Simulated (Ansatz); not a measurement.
`C=C[SiH](F)[SiH2]F`, relaxed with RKS PBE0-D4/def2-TZVP in Ansatz from a PBE-D4/def2-SVP geometry. The force threshold is 0.005 eV/Å; the program also tests the step.

Charge 0, multiplicity 1.

Start:

```xyz
12

C    -2.007    0.130    1.233
C    -0.659    0.179    1.210
Si    0.358   -0.863    0.042
F    -0.680   -1.808   -0.830
Si    1.527    0.493   -1.497
F     2.447    1.520   -0.590
H    -2.571   -0.546    0.568
H    -2.602    0.759    1.917
H    -0.135    0.874    1.893
H     1.300   -1.768    0.791
H     0.580    1.312   -2.332
H     2.442   -0.283   -2.405
```

How much energy does the relaxation release, and in how many steps? (An estimate is asked.)

Computed: 2.16 kcal/mol, in 8 steps.

Which bonds change most? (Best estimate.)

The calculation gave: Si3–F4 from 1.652 to 1.609 Å; Si5–F6 from 1.650 to 1.610 Å; Si5–H11 from 1.505 to 1.486 Å; Si5–H12 from 1.505 to 1.487 Å.

Give the relaxed structure. (Estimate.)

Computed: 
```xyz
12

C    -1.989    0.144    1.215
C    -0.658    0.154    1.219
Si    0.350   -0.862    0.048
F    -0.647   -1.797   -0.800
Si    1.512    0.497   -1.487
F     2.405    1.533   -0.638
H    -2.552   -0.479    0.527
H    -2.572    0.752    1.901
H    -0.140    0.798    1.927
H     1.288   -1.748    0.788
H     0.576    1.284   -2.332
H     2.428   -0.275   -2.367
```
